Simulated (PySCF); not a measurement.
CH₄N₂OSi. Atoms are numbered in the order given.

```xyz
9

N      0.8659     2.1405     0.0000
Si    -0.5388     1.1308     0.0000
N     -0.2355    -0.5890     0.0000
C      0.0480    -1.7640     0.0000
O      0.3219    -2.9161     0.0000
H      1.4481     2.1894     0.8399
H      1.4481     2.1894    -0.8399
H     -1.3144     1.4215    -1.2473
H     -1.3144     1.4215     1.2473
```

The structure is a stationary point at PBE-D3(BJ)/def2-SVP. Other conformers were not sampled.

Method: PBE-D3(BJ)/def2-SVP in PySCF 2.14.0.

Frequencies are harmonic and unscaled.

| mode | ν (cm⁻¹) | IR (km/mol) | moving atoms (share of kinetic energy) |
|---|---|---|---|
| 1 | 46 | 0.6 | N 63 %, O 27 % |
| 2 | 52 | 0.0 | N 61 %, O 18 %, H 15 % |
| 3 | 252 | 17.5 | H 94 % |
| 4 | 269 | 23.3 | N 52 %, H 24 %, Si 17 % |
| 5 | 421 | 191.5 | H 65 %, N 33 % |
| 6 | 535 | 34.0 | H 84 %, Si 12 % |
| 7 | 562 | 136.5 | Si 50 %, O 24 %, C 11 %, N 8 % |
| 8 | 576 | 21.1 | C 73 %, O 16 %, N 12 % |
| 9 | 582 | 20.4 | C 72 %, O 15 %, N 12 % |
| 10 | 771 | 14.5 | H 93 % |
| 11 | 840 | 13.8 | N 44 %, H 38 %, Si 18 % |
| 12 | 883 | 51.3 | H 78 %, N 16 % |
| 13 | 893 | 206.9 | H 93 % |
| 14 | 900 | 254.4 | H 68 %, Si 24 % |
| 15 | 1465 | 26.8 | N 55 %, O 41 % |
| 16 | 1497 | 35.9 | H 89 %, N 10 % |
| 17 | 2198 | 118.5 | H 98 % |
| 18 | 2202 | 127.1 | H 95 % |
| 19 | 2403 | 1207.8 | C 69 %, N 19 %, O 11 % |
| 20 | 3490 | 25.4 | H 96 % |
| 21 | 3585 | 30.6 | H 91 %, N 9 % |
